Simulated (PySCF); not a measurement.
**A thermochemical cycle for SnF**

r²SCAN in PySCF with def2-TZVPPD on every atom (core potentials on Sn), for the lowest determinant that a PBE0 search found; no spin–orbit coupling. SnF, a doublet (π ↑), has De = 5.05 eV to neutral atoms, and SnF⁺, a singlet (closed shell), has De = 5.27 eV to Sn⁺ + F.

At the same level the Sn atom ionises at 7.40 eV.

Task: What is the adiabatic ionisation energy of the molecule, and does ionisation strengthen or weaken the bond?

Result: IE = IE(Sn) + De(neutral) − De(ion) = 7.40 + 5.05 − 5.27 = 7.18 eV. De changes by +0.22 eV, so ionisation strengthens the bond.

Spin–orbit coupling is left out, which matters for elements this heavy, above all for dissociation energies. For an ion De counts to the pair picked by the measured ionisation energies or electron affinities, which need not be the lowest pair at this level. States were picked by a PBE0 search and need not be the measured ground states.
